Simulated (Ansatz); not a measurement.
All numbers were calculated with Ansatz.

A structure relaxed at PBE0-D4/def2-TZVP, charge 0, multiplicity 1:

| atom | x (Å) | y (Å) | z (Å) |
| --- | --- | --- | --- |
| N1 | -0.1960 | 1.6371 | -0.2268 |
| Si2 | -0.3577 | 0.1754 | 0.6795 |
| Ga3 | 0.4360 | -1.6741 | -0.6470 |
| H4 | 0.6217 | 1.7749 | -0.7981 |
| H5 | -0.5147 | 2.5125 | 0.1579 |
| H6 | -1.7975 | 0.0171 | 1.0334 |
| H7 | 0.3675 | 0.1577 | 1.9945 |
| H8 | 1.3617 | -1.4353 | -1.9023 |
| H9 | 0.0789 | -3.1653 | -0.2912 |

(1) Give its formula and SMILES.

(2) Summarise the bond lengths by kind.

Results:

(1) GaH6NSi, `N[SiH2][GaH2]`.

(2) 1 × N–Si 1.727 Å; 2 × H–N 1.007 to 1.008 Å; 1 × Ga–Si 2.410 Å; 2 × H–Si 1.491 to 1.502 Å; 2 × Ga–H 1.574 to 1.578 Å.
